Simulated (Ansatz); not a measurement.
This Ansatz (a first-principles code) input (PBE/cc-pVQZ) gives -2078.52011 Eh with 158 basis functions.

Ansatz 0.2 input:
```yaml
crystal:
  periodic: [false, false, false]
  atoms:
    - {symbol: Ge, position_ang: [-0.03010674, -0.04440254, -0.05546388]}
    - {symbol: H, position_ang: [0.64973470, -0.63247593, 1.29875633]}
    - {symbol: H, position_ang: [-0.88408644, 1.06107216, 0.77554240]}
    - {symbol: H, position_ang: [1.19776738, 0.99228490, -0.29945444]}
basis:
  gaussian:
    orbitals: cc-pVQZ
hamiltonian:
  xc: {name: PBE}
total_charge: -1
magnetization: {spin_polarized: false}
```

Change:
```diff
- orbitals: cc-pVQZ
+ orbitals: cc-pVDZ
```

### Question
What does the run give now?

### Answer
-2078.43417 Eh (PBE/cc-pVDZ, 42 functions), a change of +85.94 mEh.
